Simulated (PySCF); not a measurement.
Species: C₄H₄Cl₂N₂O₂.
Bonds: Cl1–C2, C2–Cl3, C2–C4, C4–O5, O5–C6, C6–N7 (aromatic), N7–C8 (aromatic), C8–O9 (aromatic), O9–N10 (aromatic), C6–N10 (aromatic). Hydrogens: H11 on C2; H12, H13 on C4; H14 on C8.

Computed with PySCF, PBE0-D3(BJ)/def2-SVP geometry optimisation, gas phase.

Give the optimised bond lengths and angles.

| bond | length (bohr) | order |
| --- | --- | --- |
| Cl1–C2, C2–Cl3 | 3.352 | single |
| C2–C4 | 2.873 | single |
| C4–O5 | 2.665 | single |
| O5–C6 | 2.496 | single |
| C6–N7 | 2.584 | aromatic |
| N7–C8 | 2.446 | aromatic |
| C8–O9 | 2.493 | aromatic |
| O9–N10 | 2.599 | aromatic |
| C6–N10 | 2.473 | aromatic |
| C2–H11 | 2.071 | single |
| C4–H12, C4–H13 | 2.078 | single |
| C8–H14 | 2.059 | single |

Bonds in one row agree within 0.02 bohr and their mean is given. Orders are formal, as drawn. A selection of angles:
| angle | degrees |
| --- | --- |
| Cl1–C2–Cl3 | 112.0 |
| Cl1–C2–C4 | 107.6 |
| Cl3–C2–C4 | 111.1 |
| C2–C4–O5 | 113.1 |
| C4–O5–C6 | 117.9 |
| O5–C6–N7 | 124.0 |
| O5–C6–N10 | 121.1 |
| N7–C6–N10 | 114.9 |
| C6–N7–C8 | 101.4 |
| N7–C8–O9 | 113.5 |
| C8–O9–N10 | 107.7 |
| C6–N10–O9 | 102.5 |

Dihedral angles: Cl1–C2–C4–O5 -177° (antiperiplanar); C2–C4–O5–C6 -74° (synclinal); C4–O5–C6–N7 5° (synperiplanar). The mirror-image conformer, all signs reversed, is as good.

The 3 C–O bonds span 1.319 Å (C8–O9, aromatic) to 1.410 Å (C4–O5, drawn single), a spread of 0.091 Å. The 5-membered ring C6–N7–C8–O9–N10 has internal angles of 101.4° to 114.9° (sum 540°, against 540° for a flat polygon); it is planar, 0.00 Å rms from its mean plane, widest ring torsion 0°. O5 (aryl ether oxygen) is bent (angle 117.9°). Of the pairs four or more bonds apart, N7···H11 is among the closest relative to their van der Waals radii: 2.49 Å, 91 % of the sum of Bondi's values. The C–N distances run from 1.294 Å (N7–C8, aromatic) to 1.367 Å (C6–N7, aromatic), a spread of 0.073 Å.

Point group: C1 (no symmetry element, even within 0.4 Å). No frequency check. The numbers are those of one conformer.
